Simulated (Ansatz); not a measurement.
Ga₃H₂, relaxed as a doublet with UKS r2SCAN-D4/def2-SVP in Ansatz, starting from the GFN1-xTB geometry. Force threshold 0.02 eV/Å.

The structure comes from a short search, and lower isomers may exist.

Start:

```xyz
5

Ga    0.1637   -0.6022    0.8373
Ga    1.7445    1.1143   -0.2476
Ga   -0.5388    0.8652   -1.4414
H    -2.1301    0.0158   -1.5259
H     0.7607   -1.3931    2.3777
```

| step | energy (eV) | largest force component (eV/Å) | SCF passes |
| --- | --- | --- | --- |
| 1 | -157144.2034 | 1.455 | 46 |
| 2 | -157144.8243 | 0.849 | 49 |
| 3 | -157145.0635 | 0.404 | 46 |
| 4 | -157145.1487 | 0.268 | 42 |
| 5 (rejected) | -157145.0822 | 0.732 | 45 |
| 6 | -157145.1653 | 0.070 | 42 |
| 7 | -157145.1658 | 0.007 | 39 |

Force components are those of the run's own axes.

End:

```xyz
5

Ga    0.7079   -0.4490    1.0741
Ga    1.5911    1.2018   -0.4717
Ga   -0.6475    0.4953   -1.0925
H    -2.0729    0.2431   -1.7492
H     0.4214   -1.4912    2.2394
```

By distances, no bond broke or formed. The bond that changes most is Ga1–H5, from 1.83 to 1.59 Å (atoms count from 1).

No frequencies were taken in this run, so the end may be a saddle point.

Hardware: 4 threads of Arm Neoverse V2 on a shared host. Wall time 34 s.
